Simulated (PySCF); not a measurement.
**UHF on Sc (scandium, neutral)**

Configuration: [Ar] 3d1 4s2, 2D determinant. Calculation: PySCF 2.14, in cc-pVTZ (7s6p4d2f1g, 68 functions); the non-relativistic Hamiltonian (point nucleus).

```json
{
  "Total energy": "-759.739638 hartree",
  "One-electron energy": "-1040.1754 hartree",
  "Hartree (Coulomb) energy": "318.4913 hartree",
  "Exchange energy": "-38.0556 hartree",
  "Kinetic energy": "759.77412 hartree",
  "⟨S²⟩": "0.7620",
  "⟨L²⟩": "6.054",
  "Sum of ⟨r⟩": "21.47 bohr",
  "Sum of ⟨r²⟩": "53.10 bohr²",
  "Traceless quadrupole moment −½Σ⟨3z² − r²⟩ along its main axis": "0.202 e·bohr²",
  "Density at the nucleus (Gaussians lack the cusp)": "6140 bohr⁻³",
  "Spin density at the nucleus": "0.0832 bohr⁻³",
  "Langevin diamagnetic susceptibility": "-42.1 ×10⁻⁶ cm³/mol",
  "Time after the integrals": "0.51 s of wall time on 1 thread of Neoverse-V2 (shared host)"
}
```

```csv
shell,electrons,mean orbital energy (eV),spread (eV),"rms radius, mean of both spins (bohr)"
1s β,1,-4514.3,0,0.0852
1s α,1,-4514.3,0,0.0852
2s α,1,-519.35,0,0.373
2s β,1,-519.00,0,0.373
2p α,3,-426.49,0.071,0.341
2p β,3,-426.14,0.488,0.341
3s α,1,-70.578,0,1.16
3s β,1,-69.099,0,1.16
3p α,3,-43.761,1.026,1.27
3p β,3,-41.896,1.466,1.27
3d α,1,-9.564,0,1.90
4s α,1,-5.882,0,4.25
4s β,1,-5.567,0,4.25
```
